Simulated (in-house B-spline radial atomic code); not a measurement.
Results of a calculation; reference values are marked as such.
# Extrapolating the RPA correlation energy in partial waves: P

All-electron RPA on Hartree-Fock orbitals from an all-electron radial atomic-structure program (B-spline basis), non-relativistic, point nucleus, configuration [Ne] 3s2 3p3, highest spin. With empty states up to angular momentum L the sums are:

| L | E_c(L) (hartree) |
| --- | --- |
| 3 | -0.655740 |
| 4 | -0.699984 |
| 5 | -0.717922 |
| 6 | -0.726509 |
| 7 | -0.731106 |
| 8 | -0.733773 |

For large l each further wave adds A/(l + 1/2)⁴, because the basis must build the cusp where two electrons meet.

(1) Estimate the limit from L = 7 and L = 8.

(2) How good is the estimate?

Answers

(1) Wave 8 adds -0.002667, against a sum of (l + 1/2)⁻⁴ of 1.91569e-04, so A = -13.922. The sum over l > 8 is ζ(4, 9.5) = 4.5445e-04, close to 1/(3 × 9³) = 4.5725e-04. The tail is -0.006327 and the limit -0.74010 hartree.

(2) A run to L = 11 sums to -0.73719 and extrapolates to -0.73957 hartree, 0.11 millihartree from the run before. The estimate differs from that by -0.53 millihartree, while the bare sum at L = 8 misses 5.8 millihartree (0.8 %).
